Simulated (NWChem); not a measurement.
# Ionisation of CH₂F

```
C
F 1 1.3324
H 1 1.0938 2 115.45
H 1 1.0938 3 123.50 2 152.35
```
Charge 0, spin multiplicity 2.

The numbers come from NWChem runs, not from measurements. The geometry was optimised at UB3LYP/def2-SVP, a minimum by its harmonic frequencies.

Basis set: def2-TZVPD. −ε marks an orbital energy of the parent.

B3LYP has NWChem's definition, with VWN1-RPA local correlation. The structure started from a generated list of species. The unpaired electrons of the parent sit in orbitals of symmetry a' (Cs labels of the run); other states weren't searched. The stability of the SCF solutions was not checked.

One of these methods gave a first vertical ionisation energy of 7.93 eV. Which?
(A) −ε(alpha HOMO) of BHandHLYP
(B) −ε(alpha HOMO) of B3LYP
(C) −ε(alpha HOMO) of PBE
(D) −ε(alpha HOMO) of PBE0

A, −ε(alpha HOMO) of BHandHLYP. The others give 6.17 (−ε(alpha HOMO) of B3LYP), 4.90 (−ε(alpha HOMO) of PBE), 6.48 (−ε(alpha HOMO) of PBE0).
